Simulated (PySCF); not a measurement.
Bonds (- single, = double, # triple, : aromatic): C1-O2 1.412 Å, O2-C3 1.342 Å, C3-C4 1.436 Å, C4=C5 1.344 Å, C5-O6 1.328 Å, O6-C7 1.391 Å, C7=O8 1.205 Å, C7-C9 1.439 Å, C9=C3 1.363 Å. C1 carries H10, H11, H12; C4 carries H13; C5 carries H14; C9 carries H15.

PySCF 2.14 calculation with structure optimised with GFN2-xTB and GIAO PBE0/pcSseg-1 shieldings; in vacuum, equivalent nuclei averaged, non-relativistic, one conformer.

List the cross peaks expected in HSQC, COSY and HMBC spectra.

Results:



HSQC (one-bond C–H):
| δH | δC |
| --- | --- |
| 7.58 (H14) | 159.7 (C5) |
| 5.92 (H13) | 107.8 (C4) |
| 5.30 (H15) | 94.4 (C9) |
| 3.91 (H10/H11/H12) | 56.2 (C1) |

COSY cross peaks (H two or three bonds apart, from the bond graph; peaks can be absent where the dihedral angle is near 90°):
| δH | δH |
| --- | --- |
| 7.58 (H14) | 5.92 (H13) |

HMBC (two and three bonds, from the bond graph; two-bond peaks within aromatic rings are usually weak or absent):
| δH | δC |
| --- | --- |
| 7.58 (H14) | 176.5 (C3), 165.0 (C7), 107.8 (C4) |
| 5.92 (H13) | 176.5 (C3), 159.7 (C5), 94.4 (C9) |
| 5.30 (H15) | 176.5 (C3), 165.0 (C7), 107.8 (C4) |
| 3.91 (H10/H11/H12) | 176.5 (C3) |

Chemical shifts δ = σref − σ; ¹H (σref 31.72), ¹³C (σref 186.93) vs TMS, all at this level.

Short H···H contacts in this conformer between protons four or more bonds apart (candidates for NOE cross peaks, intensity ∝ r⁻⁶): H10···H15 2.41 Å.

Shifts are as computed. Against solution values, carbons near 30 ppm lie about +3 ppm off and those near 130 ppm about +5 ppm (rms about the fit 2.1 ppm; single classes can miss by 10 ppm). Of 1328 compounds with measured shifts, 309 miss one by over three times the rms of a fit or turn the order of signals round; such compounds aren't used in these exercises. Signals without a measured value on file couldn't be tested in this way; 1H shifts scatter by 0.2 ppm about their fit, and single ones miss by 0.5 ppm.
